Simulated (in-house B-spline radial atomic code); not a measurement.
How numerical settings move a run on Nd III (Nd2+), [Xe] 4f4. Computed with a B-spline radial code for spherical atoms: scalar-relativistic (X2C) PBEsol, spin-polarised, spherical fractional occupations, Fermi nucleus of rms radius 4.9123 fm.

Command:
```bash
python run_scf.py task.json out
```
Settings of the sound reference run:
```
Z                60
electrons        58
configuration    [Xe] 4f4
hamiltonian      x2c
method           pbesol
spin_polarised   True
nucleus          fermi
rms_radius       4.9123
mass_number      142
atomic_mass      141.9077
speed_of_light   137.036
knot_spacing     0.22
spline_order     8
gauss_points     12
box_radius       22.22
max_iterations   70
damping          0.5
damped_steps     3
diis_vectors     10
tolerance        1e-08
start            Thomas-Fermi
```

Cost of the run: 0.2 s on 1 thread of Intel(R) Xeon(R) 6975P-C, on a shared host.

It converges in 10 iterations to -9618.697741 hartree, with 4f up at -15.5277 eV. The other runs change the listed settings, some to values that make no sense; their results aren't properties of the atom or ion. Radii are in bohr (the nuclear one in fm), a minus after a letter asks for a j subshell, and «unchanged» means within 1e-8 hartree. The run stops when the residual is below 10 × tolerance × max(1, Z/10), or a noise floor if that is larger, and the energy moves by less than 1e-8 × √|E| hartree; so very loose and very tight tolerances often act alike.

| changed settings | outcome |
| --- | --- |
| hamiltonian = dirac, method = hf | stopped with error: spin polarisation is not served with the Dirac Hamiltonian |
| diis_vectors = 2 | converged in 16 iterations, energy unchanged, 4f up level -1.3e-04 eV |
| gauss_points = 3 | not converged after 70 iterations, last residual 8.7e+00, last energy +1.11e+03 hartree from the reference |
| gauss_points = 4 | converged in 10 iterations, energy +5.70e-06 hartree from the reference, 4f up level -4.7e-06 eV |
| damping = 0 | converged in 13 iterations, energy unchanged, 4f up level -4.2e-05 eV |
| damping = 0.8 | converged in 12 iterations, energy unchanged, 4f up level -1.7e-05 eV |
| knot_spacing = 0.75, gauss_points = 6, box_radius = 44.44, max_iterations = 75 | converged in 10 iterations, energy +7.96e+00 hartree from the reference, 4f up level -1.4e+00 eV |
| max_iterations = 2, diis_vectors = 2 | not converged after 2 iterations, last residual 6.9e-01, last energy +1.40e+01 hartree from the reference |
| gauss_points = 6, first_knot = 0.05, max_iterations = 100 | converged in 10 iterations, energy +3.13e+02 hartree from the reference, 4f up level -5.1e-01 eV |
| electrons = 61, configuration = [Xe] 4f4 6s3, max_iterations = 100 | stopped with error: shell 6s holds at most 1 electrons (per spin) |
| gauss_points = 16 | converged in 10 iterations, energy +6.24e-08 hartree from the reference |
| diis_vectors = 1 | not converged after 70 iterations, last residual 1.9e+00, last energy +1.43e+02 hartree from the reference |
| damping = 0.2 | converged in 12 iterations, energy unchanged, 4f up level -4.6e-05 eV |
| damping = 0.95 | converged in 12 iterations, energy unchanged, 4f up level -6.9e-05 eV |
| gauss_points = 6 | converged in 10 iterations, energy +1.21e-07 hartree from the reference |

(1) What happens with electrons = 59, configuration = [Xe] 4f4 2f1, max_iterations = 100?

(2) What happens with box_radius = 88.88, max_iterations = 100, tolerance = 0.001?

(3) What happens with gauss_points = 8?

(4) What happens with diis_vectors = 4?

Results:

(1) Stopped with error: there is no 2f shell.

(2) Converged in 9 iterations, energy -9.97e-07 hartree from the reference, 4f up level +3.2e-04 eV.

(3) Converged in 10 iterations, energy +1.30e-07 hartree from the reference.

(4) Converged in 11 iterations, energy unchanged, 4f up level -1.9e-05 eV.
